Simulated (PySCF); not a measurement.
A side-by-side comparison of computed properties.

First species: C3H7ClSi.
Numbering: `[CH3:1]/[CH:2]=[CH:3]\[SiH2:4][Cl:5]` (hydrogens: H6, H7, H8 on C1; H9 on C2; H10 on C3; H11, H12 on Si4)

Cartesian coordinates in Å at the GFN2-xTB level; atoms count from 1:
```
atom  x, y, z in Å
C1    -1.535   -0.519    0.349
C2    -0.933    0.772   -0.084
C3     0.349    0.980   -0.362
Si4    1.747   -0.278   -0.291
Cl5    2.020   -0.905    1.618
H6    -2.331   -0.809   -0.337
H7    -0.794   -1.312    0.391
H8    -1.982   -0.403    1.337
H9    -1.641    1.592   -0.161
H10    0.635    1.981   -0.664
H11    2.986    0.367   -0.722
H12    1.480   -1.467   -1.100
```

Second species: C₇H₅NSi.
SMILES with atom numbers: `[CH:1]#[C:2][C:3]#[C:4]/[C:5]([SiH3:6])=[CH:7]\[C:8]#[N:9]` (hydrogens: H10 on C1; H11, H12, H13 on Si6; H14 on C7)

Levels: CAM-B3LYP/def2-SVPD for dipole moment, HOMO energy, LUMO energy, HOMO–LUMO gap, static isotropic polarisability and electronic spatial extent ⟨r²⟩ about the centre of nuclear charge; TDDFT CAM-B3LYP/def2-SVPD for lowest singlet excitation; TDA CAM-B3LYP/def2-SVPD for lowest triplet excitation (Tamm–Dancoff); GFN2-xTB for rotational constant A and rotational constant C. Geometries: GFN2-xTB. Each structure is a single optimised conformer of the isolated species, non-relativistic unless stated; the electronic structure was computed with PySCF and density fitting.

The conformers computed, where there is a choice (atom-mapped SMILES and torsion angles):
- `[CH3:1]/[CH:2]=[CH:3]\[SiH2:4][Cl:5]`: C2–C3–Si4–Cl5 -64°

Values for the first species:

| Property | Result |
| --- | --- |
| Dipole moment | 1.94 D |
| HOMO energy | -9.10 eV |
| LUMO energy | 0.27 eV |
| HOMO–LUMO gap | 9.37 eV |
| Lowest singlet excitation | 6.47 eV |
| Lowest triplet excitation (Tamm–Dancoff) | 4.13 eV |
| Static isotropic polarisability | 75.7 au |
| Electronic spatial extent ⟨r²⟩ about the centre of nuclear charge | 814 bohr² |
| Rotational constant A | 4.851 GHz |
| Rotational constant C | 1.529 GHz |

(1) Estimate the same properties for the second species, and the change in each.

Results:

(1) 
| property | first | second | second less first |
| --- | --- | --- | --- |
| dipole moment | 1.94 D | 4.00 D | +2.06 D |
| HOMO energy | -9.10 eV | -8.50 eV | +0.60 eV |
| LUMO energy | 0.27 eV | -1.77 eV | -2.04 eV |
| HOMO–LUMO gap | 9.37 eV | 6.73 eV | -2.64 eV |
| lowest singlet excitation | 6.47 eV | 3.65 eV | -2.82 eV |
| lowest triplet excitation (Tamm–Dancoff) | 4.13 eV | 2.53 eV | -1.60 eV |
| static isotropic polarisability | 75.7 au | 127.4 au | +51.7 au |
| electronic spatial extent ⟨r²⟩ about the centre of nuclear charge | 814 bohr² | 1866 bohr² | +1052 bohr² |
| rotational constant A | 4.851 GHz | 1.469 GHz | -3.382 GHz |
| rotational constant C | 1.529 GHz | 0.563 GHz | -0.966 GHz |

On the first: The vertical singlet–triplet gap S1 − T1 is 2.34 eV (TDDFT singlet less Tamm–Dancoff triplet; S1: HOMO−1→LUMO, weight 0.77; T1: HOMO→LUMO, weight 0.81). S1 lies 2.90 eV below the HOMO–LUMO gap; its leading configuration is HOMO−1→LUMO, weight 0.77.

On the second: The principal polarisabilities are 69.3, 123.3 and 189.6 au; their mean is the isotropic value. The polarisability is 18.88 Å³ as a volume (1 au = 0.148185 Å³), or 1.87 au for each of the 68 electrons.
